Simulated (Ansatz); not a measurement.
# Molecular dynamics of BF3

input.yaml

```yaml
crystal:
  periodic: [false, false, false]
  atoms:
    - { symbol: B, position_ang: [0.0, 0.0, 2.0e-06] }
    - { symbol: F, position_ang: [0.0, 0.0, 1.317504] }
    - { symbol: F, position_ang: [1.14099, 0.0, -0.658753] }
    - { symbol: F, position_ang: [-1.14099, 0.0, -0.658753] }
basis:
  gaussian: { orbitals: def2-SVPD }
hamiltonian:
  xc: b3lyp
  dispersion: d4
md:
  timestep: 2.0
  n_steps: 300
  ensemble: nvt_langevin
  temperature: 700.0
  initial_velocities: maxwell_boltzmann
  seed: 727929
  friction: 0.5
```

Launched with:

```bash
$ ansatz run input.yaml --threads 2 --pin off --max-ram 3072MiB --backend cpu --events-out ev --progress --plain --runs-dir out
```

It starts from a relaxed structure.

Output, in part (step lines, the closing report, with atoms numbered from 0):

```
md step     0: t =     0.00 fs  T =   525.0 K  F+E_penalty+E_count = -8825.66851531 eV  E_kin = 0.271446 eV  (24 SCF iters)
[... lines left out ...]
Total energy: -8825.58498345 eV, -324.3342659454 hartree
Atom 0 at    -0.070839     0.196930    -0.004159 Å, force     0.270896     1.517164     0.865167 eV/Å
Atom 1 at    -0.173106     0.608231     1.266464 Å, force     0.338954    -0.679270    -0.473073 eV/Å
Atom 2 at     1.105405    -0.101540    -0.523258 Å, force    -0.357574    -0.338509     0.147504 eV/Å
Atom 3 at    -1.143904     0.351393    -0.735917 Å, force    -0.252276    -0.499385    -0.539598 eV/Å
Dipole moment:    -0.000424    -0.091721    -0.027119 e Å
```

The steps, from the saved trajectory:

```csv
time (fs),T (K),potential energy less start (eV)
0.0,525,0.000
20.0,918,0.065
40.0,698,0.053
60.0,967,0.090
80.0,781,0.284
100.0,524,0.532
120.0,1244,0.127
140.0,438,0.273
160.0,480,0.295
180.0,750,0.261
200.0,1471,0.106
220.0,712,0.105
240.0,1235,0.171
260.0,1235,0.165
280.0,787,0.179
300.0,453,0.181
320.0,906,0.085
340.0,858,0.147
360.0,604,0.049
380.0,491,0.248
400.0,662,0.102
420.0,1067,0.078
440.0,856,0.188
460.0,426,0.429
480.0,589,0.278
500.0,1059,0.143
520.0,677,0.108
540.0,381,0.115
560.0,1028,0.356
580.0,921,0.092
600.0,908,0.084
```

The run went to its last step. A run of 0.6 ps of so small a system gives no equilibrium averages. The friction is so strong that the motion is overdamped, so the time scale means little.

The same pairs are bonded in the first frame and the last. Pairs count as bonded within 1.25 times the sum of covalent radii (0.12 Å more for H–H).

Last frame:

```xyz
4
Properties=species:S:1:pos:R:3
B -0.071 0.197 -0.004
F -0.173 0.608 1.266
F 1.105 -0.102 -0.523
F -1.144 0.351 -0.736
```

The run took 5.3 min on 2 threads of Arm Neoverse V1 (shared host), peak memory 0.16 GiB.
